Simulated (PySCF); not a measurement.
Excitations are Tamm–Dancoff values on a coarser integration grid. The basis has no diffuse functions, so Rydberg states are missing or too high.

Cartesian coordinates (Å):
```xyz
11

C      1.3443     0.2503    -0.7234
C      0.6542    -0.6801    -0.0736
C     -0.7180    -0.5062     0.5157
N     -1.3629     0.7888     0.3714
H      0.9460     1.2479    -0.8812
H      2.3316     0.0480    -1.1207
H      1.0921    -1.6689     0.0623
H     -1.3806    -1.2688     0.0861
H     -0.6707    -0.7483     1.5855
H     -1.4499     1.0252    -0.6120
H     -0.7861     1.5120     0.7899
```
Charge 0, spin multiplicity 1.

### Question
Give the LUMO, S1–T1 gap (TDA) and HOMO–LUMO gap at the level r2SCAN-D4/def2-TZVP in PySCF 2.14.0.

### Answer

```yaml
LUMO: -0.43 eV
S1–T1 gap (TDA): 1.13 eV
HOMO–LUMO gap: 5.46 eV
```
